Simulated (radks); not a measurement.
Results of a calculation; reference values are marked as such.
Coulomb parameter of the 5d shell of the gold ion Au2+ in the model configuration [Xe] 4f14 5d8 6p1, as a second difference U = [E(n + 0.5) + E(n - 0.5) - 2 E(n)] / (0.5)^2 with all orbitals relaxed. "Bare": the charge of the atom changes with n. "Screened": the 6p shell takes up the change at fixed total charge, which measures U(5d,5d) + U(6p,6p) - 2 U(5d,6p). Level of theory: Dirac Kohn-Sham, BLYP, spin-unpolarised, spherical densities, finite nucleus; open shells are shared between the two j in proportion to 2j + 1; Fermi nuclear charge, rms radius 5.4371 fm (a radial shooting solver on a logarithmic mesh with Libxc functionals).

case,configuration,E - E(n) (eV)
start,[Xe] 4f14 5d8 6p1,0.000
bare +0.5,[Xe] 4f14 5d8.5 6p1,-14.081
bare -0.5,[Xe] 4f14 5d7.5 6p1,17.288
screened +0.5,[Xe] 4f14 5d8.5 6p0.5,-7.061
screened -0.5,[Xe] 4f14 5d7.5 6p1.5,7.698

U(bare) = 12.829 eV, U(screened by 6p) = 2.547 eV.
